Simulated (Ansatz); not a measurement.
Cost and result for the atomization energy of C$_{5}$H$_{11}$F$_{3}$Ge, SMILES `CC(C)(C)[CH2][Ge]([F])([F])[F]` (20 atoms, 19 bonds).

```xyz
20

C    -1.012   -0.407    1.201
C    -0.536    0.132   -0.145
C    -1.494    1.226   -0.616
C    -0.512   -0.992   -1.176
C     0.853    0.771   -0.010
Ge    2.307   -0.352    0.571
F     2.671   -1.681   -0.454
F     2.127   -1.051    2.129
F     3.770    0.543    0.661
H    -1.027    0.380    1.960
H    -0.372   -1.213    1.570
H    -2.026   -0.804    1.111
H    -1.185    1.634   -1.581
H    -2.505    0.825   -0.729
H    -1.539    2.049    0.102
H    -1.516   -1.400   -1.313
H    -0.162   -0.631   -2.147
H     0.141   -1.814   -0.872
H     1.184    1.188   -0.966
H     0.833    1.599    0.706
```

The species carries charge 0 and has multiplicity 1. Correlated methods include outer-core shells of Ge, which these sets cover unevenly. Scalar relativity is left out up to krypton. All single points use the PBE0-D4/def2-TZVP geometry. It is one conformer, not always the lowest. Program: Ansatz. All runs use 4 threads of an AMD EPYC 7R13 on a shared host and a share of an NVIDIA H100 80 GB. Times are those of one run each, without the atoms' runs, and a repeat can differ threefold. Electronic energies, without spin–orbit coupling; frozen cores. CCSD(T)/CBS adds CCSD(T) − MP2 in def2-TZVPP to the MP2 limit, and its time is that of the two runs behind it. T1 = 0.011. With those shells the extrapolation isn't a true limit. B3LYP takes the VWN-RPA correlation (the form of Gaussian; ORCA's B3LYP/G).

CCSD(T)/CBS is a level of theory with its own doubt, some kJ/mol a heavy atom from the limit and from the frozen cores, so smaller differences don't rank the functionals.

```json
{"level": "BHLYP-D4/def2-TZVPP", "functions": "450", "wall time": "2.8 s"}
{"level": "CCSD(T)/def2-SVP", "functions": "199", "wall time": "2.9 s"}
{"level": "PBE0-D4/def2-TZVPP", "functions": "450", "wall time": "3 s"}
{"level": "revPBE-D4/def2-TZVPP", "functions": "450", "wall time": "3 s"}
{"level": "LDA (SPW92)/def2-TZVPP", "functions": "450", "wall time": "3 s"}
{"level": "PBE-D4/def2-TZVPP (with forces)", "functions": "450", "wall time": "3.4 s"}
{"level": "B3LYP-D4/def2-TZVPP (with forces)", "functions": "450", "wall time": "3.7 s"}
{"level": "PBE-QIDH/def2-TZVPP", "functions": "450", "wall time": "3.8 s"}
{"level": "B97M-V/def2-TZVPP", "functions": "450", "wall time": "4.2 s"}
{"level": "ωB97M-V/def2-TZVPP (with forces)", "functions": "450", "wall time": "5.5 s"}
{"level": "MP2/def2-QZVPP", "functions": "875", "wall time": "9 s"}
{"level": "CCSD(T)/def2-TZVPP", "functions": "450", "wall time": "28 s"}
{"level": "CCSD(T)/CBS(def2)", "functions": "–", "wall time": "37 s"}
```

Problem. What atomization energy does each give, and how far from CCSD(T)/CBS? (An estimate is asked.)

Solution. Ansatz gave: 
```tsv
level	atomization (kJ/mol)	difference from CCSD(T)/CBS	per bond
BHLYP-D4/def2-TZVPP	7747.7	-256.8	-13.5
CCSD(T)/def2-SVP	7649.3	-355.2	-18.7
PBE0-D4/def2-TZVPP	8001.9	-2.6	-0.1
revPBE-D4/def2-TZVPP	7936.4	-68.1	-3.6
LDA (SPW92)/def2-TZVPP	9125.4	1120.9	59.0
PBE-D4/def2-TZVPP (with forces)	8129.3	124.8	6.6
B3LYP-D4/def2-TZVPP (with forces)	7954.1	-50.4	-2.6
PBE-QIDH/def2-TZVPP	7971.6	-32.9	-1.7
B97M-V/def2-TZVPP	8005.1	0.6	0.0
ωB97M-V/def2-TZVPP (with forces)	7991.6	-12.9	-0.7
MP2/def2-QZVPP	8088.9	84.4	4.4
CCSD(T)/def2-TZVPP	7837.5	-167.0	-8.8
CCSD(T)/CBS(def2)	8004.5	0.0	0.0
```

In def2-TZVPP, CCSD(T) changes the Hartree–Fock value by +1881.8 kJ/mol (the triples alone add +111.1 kJ/mol) and MP2 by +2033.9 kJ/mol; breaking electron pairs costs correlation energy, which Hartree–Fock lacks. The D4 term adds +81.3 kJ/mol with B3LYP and +43.7 kJ/mol with PBE0; it sums over pairs of atoms, weighted by their polarisabilities, and B3LYP, whose exchange is more repulsive, gets the larger term. At CCSD(T), def2-SVP lies −355.1 kJ/mol from the extrapolated value and def2-TZVPP −167.0 kJ/mol: correlation converges slowly with the basis, and small sets miss more of it in the bonded molecule than in its fragments.

For some Ge, Se and Sn compounds the MP2-based and the directly extrapolated limit differ by 10 to 25 kJ/mol.
